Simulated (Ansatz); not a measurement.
Reaction (germylene formation by 1,1-elimination): `[CH3][GeH2][CH2]O` → `[CH3][GeH]` + CH₃OH

Isolated molecules relaxed with PBE0-D4/def2-TZVP in Ansatz; ΔE leaves out vibrations. CCSD(T)/CBS adds triple-zeta CCSD(T) − MP2 to the extrapolated MP2 energy (def2 sets, frozen cores). This one scheme is used for every species. DFT in def2-TZVPP. For Ge outer-core shells are correlated without core-valence functions, which leaves a few kJ/mol of doubt a bond. Scalar relativity is left out up to krypton. Each species was taken in one conformer, which may not be the lowest.

```
            species  ωB97M-V energy (Eh)
`[CH3][GeH2][CH2]O`          -2233.10550
       `[CH3][GeH]`          -2117.33796
              CH₃OH           -115.71773
```

(1) Work out ΔE.

Largest T1 diagnostic among the species: 0.011.

Results:

(1) ΔE = (-2117.33796) + (-115.71773) − (-2233.10550) = 0.04981 Eh = +130.8 kJ/mol. CCSD(T)/CBS gives +137.4 kJ/mol.

At CCSD(T), def2-SVP lies −4.4 kJ/mol from the extrapolated value and def2-TZVPP +7.5 kJ/mol. From PBE to PBE0 (25 % exact exchange), in def2-TZVPP and without D4, ΔE moves by +9.0 kJ/mol.
